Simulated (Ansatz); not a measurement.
Geometry optimisation, RKS B3LYP-D4/def2-SVP (Ansatz 0.2.0).

The input (input.yaml):

```yaml
crystal:
  periodic: [false, false, false]
  atoms:
    - { symbol: Si, position_ang: [-0.125266, 0.035403, 0.365761] }
    - { symbol: H, position_ang: [0.162701, 0.201654, 1.780364] }
    - { symbol: Cl, position_ang: [1.904134, -0.225614, -0.110498] }
    - { symbol: O, position_ang: [-0.820034, 1.380225, -0.263324] }
    - { symbol: H, position_ang: [-1.197489, 1.318173, -1.149781] }
    - { symbol: O, position_ang: [-1.001761, -1.270997, -0.130052] }
    - { symbol: H, position_ang: [-0.572784, -2.135246, -0.10977] }
basis:
  gaussian: { orbitals: def2-SVP }
hamiltonian:
  xc: b3lyp
  dispersion: d4
relax:
  f_tol: 0.03
  max_steps: 50
```

Run as:

```bash
$ ansatz run input.yaml --threads 1 --pin off --max-ram 2048MiB --backend cpu --events-out ev --progress --plain --runs-dir out
```

Q: Where does it end, and by what steps?

A: The forces met the threshold. After 7 steps the energy has fallen by 0.166 eV; Cl3 moved furthest, 0.22 Å.

```
step  energy less start (eV)  largest force component (eV/Å)  accepted
   0                  0.0000                           0.890       yes
   1                 -0.1503                           0.389       yes
   2                 -0.1512                           0.500       yes
   3                 -0.1625                           0.038       yes
   4                 -0.1600                           0.475        no
   5                 -0.1644                           0.030       yes
   6                 -0.1660                           0.033       yes
   7                 -0.1661                           0.013       yes
```

```xyz
7
Properties=species:S:1:pos:R:3
Si -0.104 0.028 0.409
H -0.025 0.253 1.862
Cl 1.833 -0.245 -0.314
O -0.812 1.368 -0.228
H -1.062 1.341 -1.161
O -0.979 -1.307 -0.023
H -0.501 -2.133 -0.162
```

Whether the end is a true minimum wasn't checked by a vibrational analysis.

Time of the run: 24 s on 1 thread of Arm Neoverse V1, with other jobs on the host, peak memory 0.15 GiB.
